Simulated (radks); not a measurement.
Ca11+, configuration [He] 2s1.5 2p5 3s0.5 (fractional occupations, a model configuration). Method: scalar-relativistic Kohn-Sham, r2SCAN, spin-polarised, spherical densities, finite nucleus; open shells are filled with parallel spins first; meta-GGA in the generalised Kohn-Sham scheme; Fermi nuclear charge, rms radius 3.4776 fm; computed with a radial shooting solver on a logarithmic mesh with Libxc functionals.

Unscreened Slater integrals over Kohn-Sham orbitals (hartree). They are taken over the spin-up orbitals.

| integral | value |
|---|---|
| F0(3s,3s) | 0.99092 |
| F0(3s,2p) | 1.2964 |
| G1(3s,2p) | 0.12630 |
| F0(3s,2s) | 1.2738 |
| G0(3s,2s) | 0.10025 |
| F0(3s,1s) | 1.4640 |
| G0(3s,1s) | 0.063697 |
| F0(2p,2p) | 2.9516 |
| F2(2p,2p) | 1.3949 |
| F0(2p,2s) | 2.7351 |
| G1(2p,2s) | 1.5885 |
| F0(2p,1s) | 4.0477 |
| G1(2p,1s) | 0.66858 |
| F0(2s,2s) | 2.5945 |
| F0(2s,1s) | 3.6441 |
| G0(2s,1s) | 0.33378 |
| F0(1s,1s) | 12.262 |

Derived for the open shells (J is the average intra-shell exchange parameter used in DFT+U). 2p: J = F2/5 = 0.2790 hartree.
